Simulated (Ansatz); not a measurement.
Ansatz (a quantum-chemistry and plane-wave program) input (HF/3-21G): The .json file is the Basis Set Exchange's 3-21G.

Ansatz 0.2 input:
```yaml
crystal:
  periodic: [false, false, false]
  atoms:
    - {symbol: O, position_ang: [-0.78266394, -1.37070049, -0.18653941]}
    - {symbol: S, position_ang: [0.00484442, 0.10555256, 0.36280886]}
    - {symbol: O, position_ang: [-0.74921675, 1.25286487, -0.45019114]}
    - {symbol: O, position_ang: [1.52219185, -0.09326951, -0.08888716]}
basis:
  gaussian:
    orbitals: 3-21G.json
hamiltonian:
  xc: {name: HF}
total_charge: -1
magnetization: {spin_polarized: true, initial_magnetization: 1}
phonons: {temperatures: {t_min: 298.15, t_max: 298.15, t_step: 100}}
```

Which harmonic wavenumbers does it give?

326, 376, 464, 609, 869, 1014 cm⁻¹ (unscaled; negative means imaginary).
